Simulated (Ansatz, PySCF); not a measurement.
C₂H₇AlClN, SMILES C[CH2][Al]([NH2])[Cl]. Atoms are numbered in the order given.

```xyz
12

Al     0.3192     0.3463     0.2879
Cl    -1.7236    -0.0580     0.6735
C      1.1235    -0.2601    -1.3831
C      0.5978    -1.5945    -1.9158
H      2.2205    -0.2921    -1.2561
H      0.9461     0.5379    -2.1287
H     -0.4959    -1.5787    -2.0437
H      0.8241    -2.4266    -1.2299
H      1.0387    -1.8529    -2.8926
N      1.1779     1.2431     1.5438
H      0.7561     1.5783     2.4028
H      2.1583     1.4991     1.5140
```

Geometry: PBE0-D3(BJ)/def2-SVP. The structure was generated by enumeration; whether it is a known compound was not checked. One conformer was computed; it need not be the lowest.

Two levels are set side by side: PBE-D3(BJ)/def2-SVP (Ansatz, an electronic-structure program) and PBE0-D3(BJ)/def2-SVP (Ansatz). Each level has its own optimised geometry; the coordinates shown are those of the second. Frequencies come from the Hessian of PySCF at each geometry. Differences are taken from unrounded values.

```csv
quantity,PBE0-D3(BJ)
mean bond length (Å),1.355
bond Al1–Cl2 (Å),2.118
bond Al1–C3 (Å),1.951
bond Al1–N10 (Å),1.766
bond C3–C4 (Å),1.530
bond C3–H5 (Å),1.105
bond C3–H6 (Å),1.106
bond C4–H7 (Å),1.101
bond C4–H8 (Å),1.102
bond C4–H9 (Å),1.102
bond N10–H11 (Å),1.014
bond N10–H12 (Å),1.014
highest harmonic wavenumber (cm⁻¹),3712
mean harmonic wavenumber (cm⁻¹),1350
zero-point energy (kcal/mol),57.88
```

Problem. What does PBE-D3(BJ) give, and how far is it from PBE0-D3(BJ)? (Estimate from the structure and the level; the computed values follow.)

Solution. 
```tsv
quantity	PBE-D3(BJ)	PBE-D3(BJ) minus PBE0-D3(BJ)
mean bond length (Å)	1.365	0.010
bond Al1–Cl2 (Å)	2.131	0.013
bond Al1–C3 (Å)	1.963	0.012
bond Al1–N10 (Å)	1.779	0.013
bond C3–C4 (Å)	1.539	0.009
bond C3–H5 (Å)	1.113	0.008
bond C3–H6 (Å)	1.114	0.008
bond C4–H7 (Å)	1.109	0.008
bond C4–H8 (Å)	1.110	0.008
bond C4–H9 (Å)	1.111	0.008
bond N10–H11 (Å)	1.022	0.009
bond N10–H12 (Å)	1.022	0.009
highest harmonic wavenumber (cm⁻¹)	3595	-117
mean harmonic wavenumber (cm⁻¹)	1307	-43
zero-point energy (kcal/mol)	56.06	-1.83
```

GGA bonds tend to be longer and softer than those of functionals with exact exchange. Differences between two approximate levels are no errors against the true value.
